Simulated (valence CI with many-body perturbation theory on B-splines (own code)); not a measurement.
# Lu: key properties

Computed by relativistic CI+MBPT: three valence electrons over a frozen Dirac-Fock core [Xe] 4f14, a basis of 9 s, 9 p, 10 d, 8 f, 5 g, 3 h, 1 i functions for each j, with the one-electron correlation potential Σ1, the two-electron term Σ2, the three-electron term Σ3, Breit, model QED; selected CI, second order for the rest (own B-spline code, finite nucleus).

Set against measurement, 45 paired levels are off by 494 cm⁻¹ on average, the worst by 1085. These come from a selection out of the NIST Handbook of Basic Atomic Spectroscopic Data. Levels without a partner in it may be off by more, other configurations by 1,000 to 4,000 cm⁻¹. 1 measured level below the end of the list, from 25861 cm⁻¹ on, found no clear computed partner, and computed levels of the same name lie up to 3802 cm⁻¹ from them.

Rates and lifetimes use the calculated energies. Strong lines usually hold to 10 to 20 %, long lifetimes can be off by a factor of two.

Q: What is the ground level?

A: 5d6s² ²D_3/2, composition 90 % 5d6s² ²D + 3 % 5d6p² ²D + 2 % 5d²6s ²D, g = 0.799.

Q: Name the longest-lived excited levels whose lifetime is computed, and their main decay.

A: 5d6s² ²D_5/2 at 1904 cm⁻¹ lives 13.4 s, mostly by M1 to 5d6s² ²D_3/2.

Q: What is the ionisation energy?

A: 5.4885 eV; NIST lists 5.42587 eV (measured).

Q: What are the static dipole polarisabilities of the lowest levels?

A: 5d6s² ²D_3/2 140 (tensor -16); 5d6s² ²D_5/2 140 (tensor -19) bohr³, of which the core gives 4.26. The recommended value for the atom is 137 ± 7 bohr³ (Schwerdtfeger and Nagle, table of static dipole polarizabilities (2023 update)).

Q: How well does LS coupling describe the low levels?

A: Among the lowest 20 levels the leading LS term, summed over configurations, holds 92 % on average. For single configurations the figures are 84 % in LS and 67 % in jj coupling. Terms mix most in the J = 5/2 level at 22059 cm⁻¹, where the leading one holds 66 %.

Q: Among levels below 35356 cm⁻¹, which E1 lines absorb most strongly from the ground level?

A: to 5d6s6p ²F°_5/2 at 334.6 nm, f = 0.477; to 5d6s6p ²D°_3/2 at 340.1 nm, f = 0.366; to 5d6s6p ²F°_5/2 at 363.1 nm, f = 0.173.

Q: How is the term ²D of the ground level split?

A: J = 3/2 at 0.0, J = 5/2 at 1904 cm⁻¹.
